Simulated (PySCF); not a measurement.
## Working out the ionisation energy of V

V [Ar] 3d3 4s2 (4F) → V+ [Ar] 3d4 (5D). Computed with PySCF 2.14 in aug-cc-pVDZ (7s6p4d2f, 59 functions), with the non-relativistic Hamiltonian (point nucleus). Frozen: [Ar]. Energies in hartree (1 hartree = 27.21139 eV):

```csv
part,V (lower),V+ (upper)
UHF,-942.889842,-942.672944
MP2 opposite-spin,-0.030039,0.000000
MP2 same-spin,-0.020835,-0.037928
```

Question: What does Hartree-Fock give?

Answer: (-942.672944) − (-942.889842) = 0.216898 hartree = 5.902 eV.

Question: What do MP2 and SCS-MP2 (6/5 opposite-spin, 1/3 same-spin) give?

Answer: The opposite-spin parts differ by 0.817 eV and the same-spin parts by -0.465 eV. MP2: 5.902 + (0.817) + (-0.465) = 6.254 eV. SCS-MP2: 5.902 + 1.2 × (0.817) + (-0.465)/3 = 6.727 eV.

Measured between the centres of the two terms (NIST): 6.732 eV, so MP2 (valence) is off by -0.478 eV.

The calculation is non-relativistic.

A double-zeta basis recovers only part of the correlation energy.

What remains against the reference includes basis incompleteness, the frozen core and correlation beyond second order.
